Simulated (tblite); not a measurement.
C4H11NSi.
Z-matrix (Å and degrees, GFN2-xTB geometry), rows numbered from 1:
```
C 
N   1  1.4444
Si  2  1.7200  1  121.63
C   3  1.9069  2  115.45  1    79.62
C   4  1.5416  3   90.16  2   119.47
C   5  1.5397  4  100.36  3   -12.29
H   1  1.0954  2  112.71  3    79.07
H   1  1.0873  2  108.55  3   -40.72
H   1  1.0910  2  110.01  3  -159.66
H   2  1.0097  1  111.44  3  -144.55
H   3  1.4739  2  116.50  1   -57.91
H   4  1.0871  3  118.88  2  -123.36
H   4  1.0880  3  114.30  2     5.51
H   5  1.0894  4  113.49  3  -133.84
H   5  1.0891  4  110.63  3   104.53
H   6  1.0870  3  114.68  2    -7.90
H   6  1.0859  3  117.93  2   120.52
```

Level: GFN2-xTB in tblite, geometry and Hessian alike; calculated harmonic values, unscaled, isolated species. The method is semi-empirical: single wavenumbers can be off by several per cent or more. Modes of hydrogen on silicon can be 10 to 20 % off. One conformer, not necessarily the lowest.

Harmonic wavenumbers (cm⁻¹): 55.3, 83.2, 136.7, 153.9, 212.9, 290.7, 485.5, 519.8, 578.5, 664.5, 684.4, 722.8, 729.5, 772.9, 872.4, 882.9, 994.1, 1005.2, 1055.5, 1060.8, 1110.0, 1153.2, 1169.2, 1193.7, 1214.3, 1228.3, 1291.7, 1354.6, 1419.7, 1471.1, 1477.5, 1491.1, 1502.6, 1503.5, 2161.0, 2911.0, 2979.2, 2982.7, 2999.7, 3004.0, 3014.4, 3015.7, 3027.1, 3033.7, 3430.0.

A = 6394, B = 1739, C = 1560 MHz; mass 101.066 u (most abundant isotopes); point group C1, symmetry number 1.

Question: What is the zero-point energy?

Answer: ½Σν̃ = 31550 cm⁻¹ = 377.43 kJ/mol.

Question: Entropy at 350 K, 1 bar (ideal gas, RRHO, classical rotation)?

Answer: Translation 169.75, rotation 116.30, vibration 107.97: S = 394.0 J/(mol K).

Question: And Cp and H(350 K) − H(0)?

Answer: Cp = 150.52 J/(mol K), of which vibrations give 117.26 (their classical limit is 45 R = 374.2); H(350 K) − H(0) = 31.50 kJ/mol without the zero-point energy, 19.86 from vibrations.

Question: Blend soft modes into free rotors: weight 1/[1 + (100 cm⁻¹/ν̃)⁴] for the oscillator and the rest for a rotor with moment μB/(μ + B), μ = h/(8π²ν), B = 10⁻⁴⁴ kg m². What vibrational entropy results?

Answer: 99.61 J/(mol K) in place of 107.97, which changes −T·S at 350 K by +2.93 kJ/mol.

Question: What must be added to the electronic energy to get the Gibbs energy at 350 K and 1 bar?

Answer: ZPE + [H(350 K) − H(0)] − T·S = 377.43 + 31.50 − 137.91 = 271.02 kJ/mol.

Question: Which modes carry the vibrational entropy at 350 K?

Answer: 55.3 cm⁻¹: 20.65; 83.2 cm⁻¹: 17.28; 136.7 cm⁻¹: 13.22; 153.9 cm⁻¹: 12.26; 212.9 cm⁻¹: 9.68; 290.7 cm⁻¹: 7.31 J/(mol K); the other 39 give 27.58 together.

Hindered rotation and anharmonicity are outside this model. Other conformers, if any are populated, would add a mixing term that is left out. The structure is chiral; the term R ln 2 for an equal mix with its mirror image is left out.
